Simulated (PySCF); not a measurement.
Compound: C8H12P (charge -1).
SMILES: `Cc1cc(C(C)C)c[p-]1`

Torsions of this conformer, `[CH3:1][c:2]1[cH:3][c:4]([CH:5]([CH3:6])[CH3:7])[cH:8][p-:9]1`: C3–C4–C5–C6 -113°.

The closed-shell ground state was solved at several levels (PySCF, density fitting, gas phase, non-relativistic). The structure is a single PBE0-D3(BJ)/def2-SVP conformer in the gas phase; no vibrational or solvent corrections. The geometry's basis has no diffuse functions, a weakness for an anion. Where the HOMO energy is positive, the finite basis confines the outermost electrons. No diffuse functions stand in pcSseg-1, which bears on an anion's orbital energies.

```
              level  basis functions  total energy (Eh)  HOMO (eV)  LUMO (eV)  gap (eV)
       KT2/pcSseg-1              220          -661.8209       0.46       3.91      3.45
CAM-B3LYP/def2-SVPD              280          -652.9545      -1.55       4.41      5.96
```

Question: Estimate the row for PBE0/pcSseg-1, a basis of 220 functions; the other rows only guide the guess.

Answer: Total energy -652.8904 Eh, HOMO -0.36 eV, LUMO 4.80 eV, gap 5.16 eV.

Question: Over all these levels, which gives the widest orbital gap and which the narrowest?

Answer: CAM-B3LYP/def2-SVPD (range-separated hybrid) has the widest, 5.96 eV, and KT2/pcSseg-1 (GGA) the narrowest, 3.45 eV. Functional and basis both differ between the two, so the spread mixes both effects.
